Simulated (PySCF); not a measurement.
PySCF job for C2H8AlFSi, SMILES [CH3][Al]([CH3])[SiH2]F, PBE-D3(BJ)/def2-SVP. Geometry: PBE-D3(BJ)/def2-SVP. The structure was generated by enumeration; whether it is a known compound was not checked. One conformer was computed; it need not be the lowest.

```python
import numpy as np
from pyscf import gto, scf, dft, df
from pyscf.hessian import thermo

mol = gto.M(
    atom='''
    Si    1.48425226    0.61359442   -0.10829014
    F     2.36059462   -0.76395077    0.18825100
    Al   -0.91449808    0.00407823   -0.00952304
    C    -2.27976469    1.40594555   -0.23910418
    C    -1.37044795   -1.88658846    0.29049296
    H     1.94176017    1.15530193   -1.44614043
    H     1.91788316    1.64713945    0.90939539
    H    -2.12710688    1.96692735   -1.18666931
    H    -3.31650926    1.01114589   -0.24003085
    H    -2.20756051    2.16016112    0.57533175
    H    -2.08840411   -2.00316805    1.13102618
    H    -0.48132056   -2.51375313    0.50240462
    H    -1.87387413   -2.30767901   -0.60804760
    ''',
    basis='def2-SVP',
    charge=0,
    spin=0,
    max_memory=1600,
    verbose=3,
)
mf = dft.RKS(mol, xc='pbe').density_fit(auxbasis='def2-universal-jkfit')
mf.disp = 'd3bj'
mf.grids.level = 3
mf.conv_tol = 1e-11
mf.max_cycle = 100
mf.kernel()

# [left out here: the lines that compute and print the analytic Hessian (its translational invariance restored by hand, since the grid's response is missing), thermochemistry and intensities]
```

Log of the run:

```
converged SCF energy = -712.040105562763

WARN: DFTD3 does not support analytical Hessian, using finite difference


WARN: Mole.unit (angstrom) is changed to Bohr

Mode                                 0                   1                   2
Irrep
Freq [cm^-1]                       -8.6279             28.2546             33.5235
Reduced mass [au]                   1.3536              1.4852              1.2417
Force const [Dyne/A]               -0.0001              0.0007              0.0008
Char temp [K]                     -12.4136             40.6521             48.2328
Normal mode                   x     y     z       x     y     z       x     y     z
       0  Si                 0.00  0.01  0.06    0.00  0.01  0.05   -0.00  0.01  0.04
       1   F                -0.00 -0.02 -0.07    0.01 -0.02 -0.09    0.00 -0.01 -0.08
       2  Al                 0.00 -0.00 -0.00    0.00 -0.00 -0.01   -0.00  0.00  0.03
       3   C                -0.00 -0.01 -0.06   -0.00 -0.01 -0.06    0.00 -0.00 -0.04
       4   C                -0.00  0.00  0.02   -0.01  0.01  0.08    0.00  0.00  0.02
       5   H                 0.01  0.15  0.12   -0.00  0.14  0.10   -0.02  0.11  0.07
       6   H                -0.01 -0.09  0.17   -0.01 -0.09  0.15    0.00 -0.07  0.11
       7   H                -0.11 -0.20 -0.19    0.24  0.28  0.15   -0.12 -0.23 -0.20
       8   H                -0.01  0.01  0.14    0.02 -0.07 -0.46   -0.01  0.03  0.20
       9   H                 0.12  0.15 -0.22   -0.28 -0.25  0.19    0.15  0.19 -0.23
      10   H                 0.30  0.02  0.29   -0.05  0.06  0.04   -0.32 -0.01 -0.26
      11   H                 0.03 -0.06 -0.30   -0.01  0.03  0.16   -0.04  0.07  0.38
      12   H                -0.37  0.07  0.20    0.05 -0.04  0.07    0.39 -0.08 -0.16
Mode                                 3                   4                   5
Irrep
Freq [cm^-1]                       62.1918            141.4775            145.8268
[...]
       4   C                -0.09  0.03 -0.01    0.01 -0.01  0.00    0.02  0.01 -0.00
       5   H                -0.13  0.01 -0.03   -0.32  0.28 -0.03   -0.49  0.11 -0.11
       6   H                -0.12  0.01  0.03   -0.32  0.27 -0.09   -0.49  0.15  0.04
       7   H                 0.20 -0.03  0.04    0.01 -0.01  0.00   -0.01 -0.01 -0.01
       8   H                -0.24  0.38 -0.07    0.00 -0.00 -0.00    0.03 -0.04  0.01
       9   H                 0.18 -0.01 -0.03    0.01 -0.01  0.00   -0.01 -0.01  0.01
      10   H                 0.07 -0.27  0.08   -0.01  0.02 -0.01   -0.01  0.04 -0.02
      11   H                 0.19  0.38 -0.07   -0.02 -0.04  0.01   -0.03 -0.06  0.01
      12   H                 0.09 -0.20  0.01   -0.01  0.01  0.00   -0.02  0.03  0.01
Mode                                18                  19                  20
Irrep
Freq [cm^-1]                      905.1390           1155.0141           1160.6904
Reduced mass [au]                   1.1013              1.2387              1.2334
Force const [Dyne/A]                0.5316              0.9737              0.9790
Char temp [K]                    1302.2935           1661.8082           1669.9750
Normal mode                   x     y     z       x     y     z       x     y     z
       0  Si                -0.00  0.05 -0.01   -0.00  0.00 -0.00    0.00 -0.00  0.00
       1   F                 0.02 -0.02  0.00    0.00 -0.00  0.00    0.00 -0.00  0.00
       2  Al                -0.00 -0.00  0.00   -0.00 -0.01  0.00   -0.01  0.00 -0.00
       3   C                 0.01  0.00 -0.00   -0.01  0.01 -0.00    0.09 -0.09  0.01
       4   C                 0.00  0.00 -0.00    0.04  0.12 -0.02    0.01  0.01 -0.00
       5   H                -0.18 -0.57 -0.31    0.01 -0.01  0.00    0.00  0.00  0.00
       6   H                -0.19 -0.40  0.50    0.01 -0.01  0.00    0.00  0.00 -0.01
       7   H                -0.02  0.00 -0.00    0.03 -0.02 -0.01   -0.39  0.30  0.15
       8   H                 0.02 -0.02  0.00    0.01 -0.04  0.01   -0.15  0.48 -0.06
       9   H                -0.02  0.00  0.00    0.03 -0.02  0.02   -0.38  0.26 -0.24
      10   H                -0.00  0.02 -0.00   -0.01 -0.50 -0.12   -0.01 -0.05 -0.02
      11   H                -0.00 -0.01  0.00   -0.32 -0.40  0.03   -0.03 -0.04  0.00
      12   H                -0.00  0.01 -0.00   -0.06 -0.43  0.27   -0.01 -0.04  0.03
Mode                                21                  22                  23
Irrep
Freq [cm^-1]                     1364.5667           1371.7911           1373.0288
Reduced mass [au]                   1.0493              1.0517              1.0551
Force const [Dyne/A]                1.1511              1.1660              1.1720
Char temp [K]                    1963.3077           1973.7020           1975.4828
Normal mode                   x     y     z       x     y     z       x     y     z
       0  Si                 0.00 -0.00  0.00   -0.00 -0.00  0.00   -0.00 -0.00 -0.00
       1   F                 0.00 -0.00  0.00    0.00 -0.00  0.00    0.00 -0.00  0.00
       2  Al                -0.00 -0.00 -0.00    0.00  0.00 -0.00    0.00  0.00  0.00
       3   C                -0.00 -0.00 -0.00    0.04  0.03 -0.03    0.02  0.02  0.05
       4   C                -0.05  0.02 -0.01   -0.01  0.00  0.00   -0.00  0.00 -0.01
       5   H                -0.01  0.00 -0.00   -0.00  0.00  0.00    0.00  0.00  0.00
       6   H                -0.00  0.00  0.00    0.00  0.00 -0.00   -0.00  0.00  0.00
       7   H                 0.02  0.04  0.03    0.02 -0.37 -0.25   -0.51 -0.31 -0.24
       8   H                 0.01 -0.03  0.01   -0.09  0.34  0.34   -0.02  0.12 -0.62
       9   H                 0.01  0.03 -0.03   -0.48 -0.36  0.37    0.23 -0.16  0.18
      10   H                 0.47  0.08  0.43    0.01  0.03  0.02    0.06 -0.04  0.04
      11   H                -0.25 -0.27  0.02   -0.00 -0.02 -0.06   -0.02  0.01  0.09
      12   H                 0.55 -0.04 -0.31    0.06 -0.04 -0.02   -0.01  0.04 -0.02
Mode                                24                  25                  26
Irrep
Freq [cm^-1]                     1377.3169           2104.6425           2110.5082
Reduced mass [au]                   1.0550              1.0316              1.0500
Force const [Dyne/A]                1.1791              2.6922              2.7555
Char temp [K]                    1981.6524           3028.1119           3036.5514
Normal mode                   x     y     z       x     y     z       x     y     z
       0  Si                -0.00  0.00  0.00    0.01  0.02 -0.01    0.00  0.01  0.04
       1   F                 0.00 -0.00 -0.00    0.00  0.00 -0.00    0.00  0.00  0.00
       2  Al                 0.00 -0.00 -0.00   -0.00 -0.00 -0.00   -0.00  0.00  0.00
       3   C                 0.00 -0.00 -0.01    0.00  0.00 -0.00    0.00 -0.00 -0.00
       4   C                 0.01 -0.01 -0.06    0.00  0.00 -0.00    0.00 -0.00  0.00
       5   H                -0.00 -0.00 -0.00   -0.22 -0.26  0.68    0.20  0.22 -0.54
       6   H                 0.00  0.00 -0.00   -0.16 -0.42 -0.43   -0.23 -0.52 -0.50
       7   H                 0.08 -0.00  0.01    0.00  0.00 -0.00   -0.00  0.00  0.00
       8   H                -0.01  0.01  0.11    0.00 -0.00  0.00    0.00 -0.00 -0.00
       9   H                -0.08 -0.00  0.00    0.00  0.00  0.00    0.00  0.00  0.00
      10   H                 0.27 -0.32  0.14    0.00  0.00  0.00    0.00  0.00  0.00
      11   H                -0.08  0.12  0.70   -0.00 -0.00  0.00   -0.00 -0.00  0.00
      12   H                -0.30  0.34 -0.03    0.00  0.00 -0.00   -0.00  0.00 -0.00
Mode                                27                  28                  29
Irrep
Freq [cm^-1]                     2956.2923           2956.5774           3041.6022
Reduced mass [au]                   1.0367              1.0367              1.0976
Force const [Dyne/A]                5.3384              5.3393              5.9825
Char temp [K]                    4253.4463           4253.8566           4376.1884
Normal mode                   x     y     z       x     y     z       x     y     z
       0  Si                -0.00  0.00 -0.00    0.00  0.00 -0.00    0.00 -0.00  0.00
       1   F                -0.00 -0.00 -0.00   -0.00  0.00 -0.00    0.00  0.00  0.00
       2  Al                 0.00 -0.00  0.00    0.00  0.00 -0.00    0.00 -0.00 -0.00
       3   C                -0.02  0.03 -0.00   -0.02  0.02 -0.00   -0.00 -0.01 -0.08
       4   C                 0.01  0.03 -0.00   -0.02 -0.04  0.00   -0.00  0.00  0.01
       5   H                 0.00 -0.00  0.00   -0.00 -0.00  0.00   -0.00 -0.00  0.00
       6   H                 0.00 -0.00 -0.00   -0.00 -0.00 -0.00    0.00  0.00  0.00
       7   H                -0.07 -0.22  0.40   -0.05 -0.16  0.29   -0.09 -0.34  0.55
       8   H                 0.37  0.16 -0.00    0.27  0.12 -0.00    0.08  0.03 -0.02
       9   H                -0.04 -0.33 -0.37   -0.03 -0.24 -0.27    0.04  0.47  0.48
      10   H                -0.22 -0.03  0.26    0.30  0.03 -0.36    0.06  0.01 -0.07
      11   H                 0.22 -0.14  0.05   -0.31  0.20 -0.07   -0.01  0.01 -0.00
      12   H                -0.17 -0.14 -0.31    0.23  0.19  0.43   -0.04 -0.04 -0.07
Mode                                30                  31                  32
Irrep
Freq [cm^-1]                     3041.8803           3066.2476           3074.4777
Reduced mass [au]                   1.0976              1.1015              1.1014
Force const [Dyne/A]                5.9841              6.1019              6.1340
Char temp [K]                    4376.5885           4411.6476           4423.4888
Normal mode                   x     y     z       x     y     z       x     y     z
       0  Si                 0.00  0.00  0.00    0.00 -0.00 -0.00    0.00  0.00  0.00
       1   F                -0.00  0.00 -0.00    0.00  0.00 -0.00    0.00 -0.00  0.00
       2  Al                -0.00  0.00  0.00   -0.00 -0.00  0.00   -0.00 -0.00  0.00
       3   C                 0.00  0.00  0.01   -0.07 -0.06  0.01    0.00  0.00 -0.00
       4   C                -0.00  0.01  0.08   -0.00  0.00  0.00   -0.08  0.03 -0.00
       5   H                -0.00 -0.00 -0.00   -0.00  0.00 -0.00   -0.00 -0.00 -0.00
       6   H                 0.00  0.00 -0.00   -0.00  0.00  0.00    0.00 -0.00 -0.00
       7   H                 0.01  0.05 -0.08    0.04  0.19 -0.34   -0.00 -0.00  0.01
       8   H                -0.01 -0.00  0.00    0.76  0.29  0.00   -0.01 -0.00  0.00
       9   H                -0.01 -0.07 -0.07    0.01  0.19  0.22   -0.00 -0.00 -0.00
      10   H                 0.43  0.07 -0.49    0.00  0.00 -0.00    0.24  0.05 -0.30
      11   H                -0.10  0.07 -0.00    0.01 -0.01  0.00    0.67 -0.47  0.16
      12   H                -0.31 -0.26 -0.53    0.00  0.00  0.00    0.09  0.10  0.20
temperature 298.1500 [K]
pressure 101325.00 [Pa]
Rotational constants [GHz] 4.01281 1.59009 1.17126
Symmetry number 1
Zero-point energy (ZPE) 0.08763 [Eh]   230068.006 [J/mol]
                           tot       elec      trans        rot        vib
Entropy [J/mol/K]       408.035      0.000    166.925    117.800    123.310
Cv [J/mol/K]            126.031      0.000     12.472     12.472    101.088
Cp [J/mol/K]            134.345      0.000     20.786     12.472    101.088
Internal energy [J/mol]                      3718.434   3718.434 246979.260
Internal energy [Eh]   -711.94320  -712.04011
Enthalpy [J/mol]                             6197.391   3718.434 246979.260
Enthalpy [Eh]          -711.94226
Gibbs free energy [J/mol]                  -43571.159 -31403.772 210214.449
Gibbs free energy [Eh] -711.98860
mode   freq/cm-1   IR/(km/mol)
   1       -8.63         0.157
   2       28.25         0.274
   3       33.52         0.032
   4       62.19         2.143
   5      141.48         3.425
   6      145.83         6.785
   7      195.41         9.572
   8      346.06         1.085
   9      367.38        11.123
  10      523.95         0.390
  11      560.34        22.024
  12      599.23         0.779
  13      638.04        36.769
  14      677.85        77.865
  15      711.57        21.381
  16      717.52       241.624
  17      799.37        24.375
  18      856.61       173.266
  19      905.14        73.438
  20     1155.01        20.083
  21     1160.69        18.543
  22     1364.57         0.686
  23     1371.79         1.506
  24     1373.03         2.761
  25     1377.32         3.319
  26     2104.64       120.307
  27     2110.51       132.540
  28     2956.29         2.414
  29     2956.58         2.667
  30     3041.60         2.512
  31     3041.88         5.445
  32     3066.25         5.802
  33     3074.48         2.778
max |gradient| / (hartree/bohr): 9.376358679999032e-05
APT charges: [ 0.8614 -0.5819  1.0403 -0.4458 -0.4355 -0.2638 -0.2641  0.0219  0.0026
  0.0213  0.005   0.0305  0.008 ]
```

The run converged.
